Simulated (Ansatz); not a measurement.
```yaml
crystal:
  periodic: [false, false, false]
  atoms:
    - {symbol: C, position_ang: [-1.431666, 1.105957, 0.263944]}
    - {symbol: Zr, position_ang: [0.418019, 0.102900, -0.446973]}
    - {symbol: N, position_ang: [1.722871, 0.044293, 1.093113]}
    - {symbol: N, position_ang: [-0.161800, -1.792575, -0.839597]}
    - {symbol: Cl, position_ang: [1.199779, 1.218479, -2.394562]}
    - {symbol: H, position_ang: [-1.773042, 0.689927, 1.219246]}
    - {symbol: H, position_ang: [-1.250418, 2.178385, 0.407877]}
    - {symbol: H, position_ang: [-2.256329, 0.999891, -0.449664]}
    - {symbol: H, position_ang: [2.728618, 0.142681, 1.052168]}
    - {symbol: H, position_ang: [1.441757, -0.007126, 2.064663]}
    - {symbol: H, position_ang: [0.121578, -2.632602, -0.355205]}
    - {symbol: H, position_ang: [-0.759368, -2.050219, -1.615012]}
basis:
  gaussian: {orbitals: def2-mTZVPP, final_grid: {core_spheres: 8, valence_spheres: 7, degree: 23}, nuclear_model: gaussian}
hamiltonian: {xc: {name: r2SCAN50}, dispersion: d3bj}
accuracy: high
multiplicity: 3
```

```sh
$ ansatz run in.yaml --threads 2 --pin off --events-out ev --progress --plain --max-ram 22528MiB --backend cpu
```

Shortened log:

```
Error: YAML parse error: error: line 20 column 1: unknown field `multiplicity`, expected one of crystal, accuracy, basis, kpoints, hamiltonian, magnetization, projection, total_charge, correlation, batch, efield, external_charges, scf, relax, neb, saddle, md, ramp, phonons, dielectric, real_time, elastic, magnetic_configurations, gw, evaluate, workflow, output, checkpoint, execution
18 | hamiltonian: {xc: {name: r2SCAN50}, dispersion: d3bj}
19 | accuracy: high
20 | multiplicity: 3
```

**Question.** Something in this input is off. What?

**Answer.** The input holds a key that doesn't belong there. The input was rejected before any iteration.
